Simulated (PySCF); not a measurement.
F₃OSi, charge -1, multiplicity 1. Atoms are numbered in the order given.

```xyz
5

O      0.0000     0.0000     1.7470
Si     0.0000     0.0000     0.1797
F      1.2793     0.7386    -0.6108
F     -1.2793     0.7386    -0.6108
F      0.0000    -1.4772    -0.6108
```
Charge -1, spin multiplicity 1.

The structure is a stationary point at PBE-D3(BJ)/def2-SVPD. The multiplicity is an assumed one; other spin states were not compared. The isomer is the one that the SMILES or the coordinates give; other isomers of the formula were not compared.

These are PySCF 2.14.0 with PBE-D3(BJ)/def2-SVPD values and carry that method's errors.

Frequencies are harmonic and unscaled.

Modes within 1.5 cm⁻¹ of each other (mostly degenerate sets) share a row, with their intensities summed.

Computed vibrational spectrum:
```json
[
 {"mode": "1–2", "ν (cm⁻¹)": "242", "IR (km/mol)": "2.0", "moving atoms (share of kinetic energy)": "F 81 %, O 19 %"},
 {"mode": "3–5", "ν (cm⁻¹)": "361", "IR (km/mol)": "89.7", "moving atoms (share of kinetic energy)": "F 51 %, O 27 %, Si 21 %"},
 {"mode": "6", "ν (cm⁻¹)": "681", "IR (km/mol)": "38.0", "moving atoms (share of kinetic energy)": "F 74 %, O 19 %"},
 {"mode": "7–8", "ν (cm⁻¹)": "774", "IR (km/mol)": "411.7", "moving atoms (share of kinetic energy)": "F 50 %, Si 50 %"},
 {"mode": "9", "ν (cm⁻¹)": "1138", "IR (km/mol)": "267.2", "moving atoms (share of kinetic energy)": "O 52 %, Si 46 %"}
]
```
